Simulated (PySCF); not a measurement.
All values below come from B3LYP-D3(BJ)/def2-TZVP // PBE0-D4/def2-SVP in PySCF. Isolated molecules, 0 K electronic values unless said otherwise. One relaxed conformer stands for a flexible species; it need not be the lowest. B3LYP has the VWN-RPA correlation part, as in Gaussian. 

Reference species: [In(H)3(CO)] (neutral, multiplicity 1).

```json
{
 "S1 oscillator strength": "0.000",
 "LUMO": "-2.13 eV"
}
```

Changed species: [In(H)3(CH3OH)] (adduct with CH3OH; the reference has adduct with CO).

Q: What does the change do to the S1 oscillator strength and LUMO?

A: the S1 oscillator strength hardly moves; the LUMO goes up by 1.22 eV, to -0.91 eV.
